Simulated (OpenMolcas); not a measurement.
Pd2+ (d8) in a complex was computed by CASSCF with the d shell active (OpenMolcas, ANO-RCC-VDZP on the metal). Its lowest spin-free states, and all those of the highest spin:

| 2S+1 | Degeneracy | E (cm-1) |
| --- | --- | --- |
| 3 | 1 | 0.0 |
| 3 | 3 | 5583 |
| 3 | 3 | 9646 |
| 1 | 2 | 11839 |
| 1 | 3 | 17475 |
| 1 | 1 | 18824 |
| 3 | 3 | 19915 |
| 1 | 3 | 21533 |
| 1 | 2 | 26723 |
| 1 | 3 | 27095 |
| 1 | 1 | 48796 |

Is the site octahedral, tetrahedral or cube-like, axial, or of lower symmetry?

The states with 2S+1 = 3 have orbital degeneracies 1, 3, 3, 3. Threefold states need a cubic site. For d8 at this spin an octahedron puts the single A2 below the threefold T2 and a tetrahedron or cube puts the threefold T1 below the threefold T2, so the site is octahedral. The first gap at this spin, 5580 cm-1, is |10Dq| in ligand-field theory. The run had Pd2+ with 6 ligands (bromide) in octahedral coordination (Oh) at 2.77 Å. A charge of +0.667 e stands 2.4 Å behind each ligand. Ligand basis ANO-RCC-VDZP.

Without dynamic correlation the repulsion within the d shell is too large (B by tens of per cent), so at a given field states of lower spin stand too high. Real 4d8 and 5d8 ions are as a rule square planar and diamagnetic. With metal d orbitals alone the field can be off either way by tens of per cent. Ligand-to-metal charge-transfer states are missing. With no ligand orbital active B as a rule stays too high, so bands that hang on it stand too high and its fall with covalency is understated. No measured value stands beside these numbers; the geometry is a model, was not optimised and need not be the one that this ion takes.
